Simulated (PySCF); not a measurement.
Spinor energies of Xe³⁰⁺ (xenon, charge +30)

Start: [Ar] 3d6; 3d3/2 filled at m_j = -3/2, -1/2, +1/2, +3/2; 3d5/2 filled at m_j = +3/2, +5/2. Calculated with PySCF 2.14 in an even-tempered Gaussian basis (16 s from 4.9 bohr⁻², ratio 2.8; 12 p from 6.4 bohr⁻², ratio 2.8; 8 d from 6.4 bohr⁻², ratio 2.8; 3 f from 23 bohr⁻², ratio 3): generalised Hartree-Fock with the X2C-1e Hamiltonian and a Gaussian nucleus; one run each with spin-orbit coupling (SO) switched off, then screened by Boettger's factors.

```tsv
spinor shell	electrons	ε, spin-free (eV)	ε, screened SO (eV)	weight of nominal j (screened SO)	rms radius, screened SO (bohr)
1s1/2	2	-36012.1	-36007.4	1.000	0.0305
2s1/2	2	-6755.5	-6753.6	1.000	0.123
2p1/2	2	-6189.3	-6421.5	1.000	0.106
2p3/2	4	-6189.3	-6083.4	1.000	0.112
3s1/2	2	-2272.1	-2271.5	1.000	0.312
3p1/2	2	-2082.3	-2140.6	0.979	0.303
3p3/2	4	-2082.3	-2055.3	0.990	0.314
3d3/2	4	-1844.4	-1851.3	0.828	0.278
3d5/2	2	-1844.4	-1833.1	0.813	0.281
```

| quantity | spin-free | screened SO |
| --- | --- | --- |
| E (hartree) | -6875.17939 | -6878.05034 |
| M_J | 4 | 4 |
| ⟨J²⟩ | 20.001 | 20.035 |
| ⟨L²⟩ | 6.000 | 8.543 |
| ⟨S²⟩ | 6.000 | 4.569 |

Each row is a mean over spinors that exchange with the open shell spreads, by up to 34.168 eV (3p3/2).

Rows whose weight is well below 1 are mixtures of j = l ± 1/2: exchange outweighs spin-orbit coupling there, and the label is only the starting occupation.

Breit and QED terms are absent; they matter most for the inner s and p1/2 levels.

Densities and radii are taken from the X2C orbitals without a picture-change correction, which distorts them close to the nucleus.

Without spin-orbit coupling the j labels of p, d and f shells carry no meaning; the spin-free column gives the mean over the occupied spinors of each nl shell.
